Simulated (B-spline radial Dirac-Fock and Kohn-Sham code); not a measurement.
Subshell cross sections of K⁶⁺, photon energy 400 eV

System: the K⁶⁺ ion, 1s2 2s2 2p6 3s2 3p1.

Calculated with an atomic code on a B-spline grid, using a relativistic central-field model (Hartree-Slater potential of the initial state, Latter tail, multipole expansion of the photon field, Dirac-Fock thresholds). The asymmetry parameter β is from the dipole term alone. Kinetic energies are from the vacuum level. Open shells are spread statistically over j, without multiplet splitting.

The last column is dσ/dΩ = σ/(4π) · [1 + β P₂(cos θ)] at θ = 90° from the polarisation vector of linearly polarised light.

| subshell | electrons | binding (eV) | kinetic (eV) | σ (kb) | β | dσ/dΩ (kb/sr) |
| --- | --- | --- | --- | --- | --- | --- |
| M1 (3s) | 2 | 133.7 | 266.3 | ? | ? | ? |
| M2 (3p1/2) | 0.33 | 117.0 | 283.0 | 12.6 | 1.62 | 0.188 |
| M3 (3p3/2) | 0.67 | 116.6 | 283.4 | 25.0 | 1.63 | 0.369 |

Problem. What are σ and β for M1 (3s)?

Solution. σ = 67.5 kb, the largest of all subshells and 64 % of the total, and β = 2.00, which gives dσ/dΩ = 0.000395 kb/sr.
